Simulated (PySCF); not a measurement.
## TlZn⁻: input and log

State: ³Σ⁻ (triplet), unpaired electrons π ↑↑.

An equivalent input (the run itself took its basis sets from the Basis Set Exchange, started from a PBE0 density and held the occupation σ 11α 11β, πx 6α 5β, πy 6α 5β, δx 2α 2β, δy 2α 2β):

```python
from pyscf import gto, dft
mol = gto.M(atom='Tl 0 0 0; Zn 0 0 2.727', basis={'Tl': 'def2-SVPD', 'Zn': 'def2-SVPD'}, ecp={'Tl': 'def2-SVPD'},
            charge=-1, spin=2, verbose=4, symmetry='C2v')
mf = dft.UKS(mol, xc='PBE')
mf.grids.atom_grid = (80, 434)
mf.grids.prune = dft.gen_grid.treutler_prune
mf.irrep_nelec = {'A1': (13, 13), 'A2': (2, 2), 'B1': (6, 5), 'B2': (6, 5)}
mf.conv_tol = 1e-9
mf.max_cycle = 60
mf.diis_space = 10
mf.kernel()
```

The log (some set-up lines and the per-cycle HOMO/LUMO lines removed):

```
******** <class 'pyscf.dft.uks_symm.SymAdaptedUKS'> ********
method = SymAdaptedUKS
damping factor = 0
level_shift factor = 0
DIIS = <class 'pyscf.scf.diis.CDIIS'>
diis_start_cycle = 1
diis_space = 10
diis_damp = 0
SCF conv_tol = 1e-09
SCF conv_tol_grad = None
SCF max_cycles = 60
number electrons alpha = 27  beta = 25
Set gradient conv threshold to 3.16228e-05
init E= -1951.42764133925
cycle= 1 E= -1951.42756302513  delta_E= 7.83e-05  |g|= 0.0911  |ddm|= 0.265
cycle= 2 E= -1951.4232510387  delta_E= 0.00431  |g|= 0.151  |ddm|= 0.216
cycle= 3 E= -1951.42957366316  delta_E= -0.00632  |g|= 0.00899  |ddm|= 0.153
cycle= 4 E= -1951.42967266758  delta_E= -9.9e-05  |g|= 0.00298  |ddm|= 0.0255
cycle= 5 E= -1951.42968096783  delta_E= -8.3e-06  |g|= 0.000445  |ddm|= 0.00706
cycle= 6 E= -1951.42968121293  delta_E= -2.45e-07  |g|= 0.000134  |ddm|= 0.00124
cycle= 7 E= -1951.42968124487  delta_E= -3.19e-08  |g|= 5.92e-05  |ddm|= 0.000595
cycle= 8 E= -1951.42968125163  delta_E= -6.76e-09  |g|= 1.51e-05  |ddm|= 0.000336
cycle= 9 E= -1951.42968125216  delta_E= -5.29e-10  |g|= 4.1e-06  |ddm|= 9.35e-05
Extra cycle  E= -1951.42968125199  delta_E= 1.65e-10  |g|= 1.25e-05  |ddm|= 4.03e-05
converged SCF energy = -1951.42968125199  <S^2> = 2.0039174  2S+1 = 3.0026105
```

Repeating this along the bond gives Re = 2.701 Å and ωe = 136 cm⁻¹.

A point of this curve took 1.7 CPU seconds beside 0.67 for the integrals, on Arm Neoverse N1 (shared host).

These are scalar-relativistic numbers at best; spin–orbit coupling would shift them, the dissociation energy most. The highest Kohn–Sham level is positive in this anion. Much of that is self-interaction error, but it also means that the finite basis helps to hold the extra electron. The state is the lowest determinant that a PBE0 search found; another state may lie lower at other levels.
